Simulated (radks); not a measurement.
The numbers below are computed, except where a source is named.
Problem. Isoelectronic series with 59 electrons, each ion in its NIST ground configuration. Level of theory: Dirac Kohn-Sham, PBEsol, spin-unpolarised, spherical densities, point nucleus; open shells are shared between the two j in proportion to 2j + 1 (a radial shooting solver on a logarithmic mesh with Libxc functionals). Total energies (hartree) and orbital eigenvalues (eV):

| ion | configuration | E (hartree) | 4f7/2 | 4f5/2 |
|---|---|---|---|---|
| Pr | [Xe] 4f3 6s2 | -9239.1705 | -1.1376 | -1.4778 |
| Nd+ | [Xe] 4f4 6s1 | -9626.1405 | -7.5141 | -7.9199 |
| Pm2+ | [Xe] 4f5 | -10022.9093 | -14.9967 | -15.4718 |
| Sm3+ | [Xe] 4f5 | -10429.3240 | -32.1760 | -32.7786 |
| Gd5+ | [Kr] 4d10 4f6 5s2 5p5 | -11270.4899 | -69.5603 | -70.3993 |
| Tb6+ | [Kr] 4d10 4f8 5s2 5p3 | -11705.1569 | -82.2286 | -83.1263 |
| Dy7+ | [Kr] 4d10 4f9 5s2 5p2 | -12150.3709 | -101.0988 | -102.1096 |
| Ho8+ | [Kr] 4d10 4f10 5s2 5p1 | -12605.7376 | -121.0057 | -122.1380 |
| Er9+ | [Kr] 4d10 4f10 5s2 5p1 | -13071.6316 | -148.5559 | -149.8730 |
| Tm10+ | [Kr] 4d10 4f11 5s2 | -13547.5787 | -170.8317 | -172.2910 |
| Yb11+ | [Kr] 4d10 4f11 5s2 | -14033.9658 | -201.8950 | -203.5682 |
| Lu12+ | [Kr] 4d10 4f11 5s2 | -14530.6166 | -235.0409 | -236.9461 |

Estimate the row of Eu4+ ([Xe] 4f5).

Solution. E (hartree) -10845.2952; 4f7/2 -52.4517; 4f5/2 -53.1911.
